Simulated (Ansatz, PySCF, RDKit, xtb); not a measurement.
Torsion F1–Ge2–S3–H4 in FGeHS (SMILES [F][Ge][SH]); at each angle all else is relaxed with GFN2-xTB, and the levels are single points there.
Geometry at 180° (charge 0, multiplicity 1):
```xyz
4

F      1.6739    -0.6334     0.1724
Ge     0.9292     0.9438    -0.3066
S     -1.1634     0.4355     0.3441
H     -1.6547     1.6158    -0.0284
```

On the grid 0° to 330°, 270° is the highest and 180° the lowest point at wB97M-V/def2-TZVPP.

Rows in 6-31G* carry no dispersion term and start afresh at each structure (6-31G* with six Cartesian d functions); the Pople sets are all-electron and without relativity. MP2/6-31G* freezes PySCF's default core, which leaves 3d correlated.

Programs: Ansatz (Gaussian orbitals); PySCF for 6-31G* rows, the dispersion terms; RDKit for the force fields; xtb for the GFN methods. Each number belongs to the level named beside it.

```
level                     energy at 270° less that at 180° (meV)
------------------------  --------------------------------------
UFF                                                         -1.7
GFN1-xTB                                                   263.8
HF/def2-TZVPP                                              454.6
BLYP-D3(BJ)/def2-TZVPP                                     440.4
r2SCAN/def2-TZVPP                                          484.9
r2SCAN-D3(BJ)/def2-TZVPP                                   484.8
B3LYP-D3(BJ)/def2-TZVPP                                    447.7
wB97X-V/def2-TZVPP                                           [?]
MP2/6-31G*                                                 475.4
```

### Question
Fill in the missing entries.

### Answer

- wB97X-V/def2-TZVPP, energy at 270° less that at 180° (meV): 430.8

Ansatz is an electronic-structure program.
